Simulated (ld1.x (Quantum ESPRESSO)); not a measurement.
Values are calculated unless marked as measured or tabulated.
# Hardness and transferability of assorted potentials

Generated with ld1.x 7.5 (TM, RRKJ, ultrasoft, PAW), atompaw 4.2 or ONCVPSP 4.0.1. The cutoff is in Ry: for ld1.x and atompaw files where the sum of valence levels is converged to 10 mRy in a Bessel basis, for ONCV files where the hardest occupied wave has 1 mHa per electron of residual kinetic energy. The error is the largest all-electron minus pseudo excitation energy over each file’s own four to seven test configurations (ionisations up to +4, promotions, holes and added fractions of an electron), all of which were solved. The labels leave out finer settings (local radius, basis sizes, second energies), which also bear on the numbers. Spin-polarised tests are not counted. The rows are a selection from randomly drawn settings: files with unsolved tests, undetermined cutoffs or missed reference levels are left out.

A true bound ghost makes a file unfit for plane-wave use even where its test errors are small: the radial tests pick states by their node count and pass the ghost by.

| element | potential | cutoff (Ry) | largest error (meV) | bound ghosts |
| --- | --- | --- | --- | --- |
| P | TM, LDA (PZ), non-relativistic, rc 1.10/1.35 (sp), local smoothed, core correction no, reference 3s2 3p2.5 | 70 | +590 | none |
| Zr | TM, LDA (PZ), scalar-relativistic, rc 3.25/3.05/1.85/2.80 (spdf), local s, core correction yes, reference 4d2 5s2 5p0 | 30 | -304 | none |
| Te | TM semilocal, PBEsol, scalar-relativistic, rc 1.70/2.35/2.25 (spd), local p, core correction yes, reference 5s2 5p4 | 30 | -236 | none |

(1) Fill in the row for Te: PAW, LDA (PZ), scalar-relativistic, rc 2.05/1.75/1.60 (spd), local smoothed, core correction yes, reference 4d10 5s1.5 5p4.5.

(2) Fill in the row for Br: ultrasoft, LDA (PZ), scalar-relativistic, rc 1.55/1.95/1.20 (spd), local smoothed, core correction no, reference 3d10 4s2 4p3.

## Answers

(1) cutoff 50 Ry, largest error -7.8 meV, bound ghosts: none.

(2) cutoff 110 Ry, largest error +19 meV, bound ghosts: s.
